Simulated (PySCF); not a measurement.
## Dipole moment and polarisability of `CCCC([SiH3])[SiH3]`

Compound: C4H14Si2.
Structure used (PBE0-D3(BJ)/def2-SVP), in Å, numbered top down from 1:
```
atom  x, y, z in Å
C1    -3.2296    0.0677   -0.3247
C2    -1.8184    0.4337    0.1048
C3    -0.8274   -0.7121   -0.0688
C4     0.5967   -0.4192    0.4345
Si5    1.6976   -1.9502    0.3008
Si6    1.4221    1.0513   -0.4262
H7    -3.6119   -0.7908    0.2510
H8    -3.2638   -0.2092   -1.3906
H9    -3.9282    0.9048   -0.1763
H10   -1.4753    1.3123   -0.4698
H11   -1.8181    0.7515    1.1626
H12   -1.2259   -1.6016    0.4533
H13   -0.7879   -0.9927   -1.1378
H14    0.5662   -0.1739    1.5139
H15    1.9544   -2.2841   -1.1358
H16    1.0217   -3.1243    0.9386
H17    3.0095   -1.7210    0.9798
H18    0.8304    2.3626   -0.0168
H19    1.2689    0.9059   -1.9081
H20    2.8814    1.0871   -0.0975
```

Level: CAM-B3LYP/def2-SVPD (PySCF), static field, nuclei fixed, core orbitals frozen in the response. The polarisability tensor in these axes (au):

```
x   116.47  -3.08   1.28
y    -3.08 109.03  -3.66
z     1.28  -3.66  91.25
```

Question: What are the eigenvalues, a third of the trace, and Δα (Δα² = ½Σ(αi − αj)² over the three pairs)?

Answer: Principal values 90.51, 108.42 and 117.81 au; mean 105.58 au = 15.65 Å³ = 17.41 × 10⁻⁴⁰ C²·m²/J; Δα = 24.02 au (23 % of the mean).

Question: What is the dipole moment, and where does it point?

Answer: (-0.95, 0.11, 0.46) D, 1.07 D in size, pointing from the negative to the positive side. Measured along this direction, the outermost atoms are H20, H15 and H17 at the negative end and H9 at the positive end.

Question: Refractivity n − 1 of an ideal gas of it at 350 K and 1 atm, from the electronic α?

Answer: N = p/kT = 2.0968 × 10¹⁹ cm⁻³, so n − 1 = 2π × N × 15.65 × 10⁻²⁴ cm³ = 2061 × 10⁻⁶ at long wavelengths.

Question: Rayleigh depolarisation ratio (linearly polarised light, static tensor)?

Answer: ρ = 3Δα²/(45ᾱ² + 4Δα²) = 1731.0/(501625 + 2308.1) ≈ 0.00344.

Question: Find the Langevin capture rate constant for H3O+ (19.018 u) meeting this molecule (118.063 u), k = 2.342 × 10⁻⁹ cm³/s × √(α in Å³ / reduced mass in u).

Answer: The reduced mass is 16.38 u, so k = 2.29 × 10⁻⁹ cm³/s. The formula leaves out the permanent dipole, which adds to the capture rate.

Question: In a dilute gas of rigid molecules at 350 K, how does the orientational term μ²/3kT compare with the electronic polarisability?

Answer: In Gaussian units μ²/3kT = 7.85 Å³ against 15.65 Å³, a ratio of 0.50; the Debye molar polarisation (4π/3)N_A(α + μ²/3kT) is 59.3 cm³/mol, leaving out the vibrational part.

Question: In TDDFT the mean static polarisability is Σ f/ω² over all singlet excitations (ω in hartree). How much of it do the 10 lowest give? Their energies (eV) and oscillator strengths: 7.63, 0.0164; 8.06, 0.0948; 8.26, 0.0003; 8.33, 0.1147; 8.35, 0.0606; 8.50, 0.0113; 8.64, 0.0175; 8.68, 0.0026; 8.70, 0.0411; 8.81, 0.0073.

Answer: They add up to 3.95 au, 3.7 % of the 105.58 au; the largest single term is 1.22 au, from the state at 8.33 eV. Terms in order: 0.21, 1.08, 0.00, 1.22, 0.64, 0.12, 0.17, 0.03, 0.40, 0.07 au. Higher excitations give the rest. The strengths listed sum to 0.367.

Geometry: PBE0-D3(BJ)/def2-SVP, one conformer, isolated molecule.
